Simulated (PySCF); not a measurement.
Isomers of C6H6O4, one GFN2-xTB conformer each. Single-point energies are computed at PBE0/pcSseg-1 (PySCF, gas phase, no added dispersion term), electronic only.

Question: Rank them by PBE0/pcSseg-1 energy, lowest first (kJ/mol).
A. `[CH2:1]=[CH:2][C@H:3]1[CH2:4][O:5][C:6](=[O:7])[C:8](=[O:9])[O:10]1` with C1–C2–C3–C4 -114°, C2–C3–C4–O5 59°, C3–C4–O5–C6 38°, C4–O5–C6–O7 -173°, O5–C6–C8–O9 149°
B. `[CH3:1][C:2](=[O:3])[O:4][C@H:5]1[CH:6]=[C:7]1[C:8](=[O:9])[OH:10]` with C1–C2–O4–C5 180°, C2–O4–C5–C6 153°, C6–C7–C8–O9 -25°, C7–C8–O10–H 180°

Answer: A (0.0), B (70.0).

As drawn, the higher has a three-membered ring and an O–H bond, which the lower lacks. GFN2-xTB itself gives, in the same order: 0.0, 93.8. Both levels put the same isomer lowest.

Q: Which frontier levels, dipoles and rotational constants go with these structures?

A: 
```csv
SMILES,"HOMO (eV, PBE0/pcSseg-1)",LUMO (eV),dipole (D),"A, B, C (MHz)"
C=C[C@H]1COC(=O)C(=O)O1,-8.13,-1.88,6.13,"1854, 1372, 1258"
CC(=O)O[C@H]1C=C1C(=O)O,-7.88,-1.92,2.09,"3014, 658.6, 604.3"
```
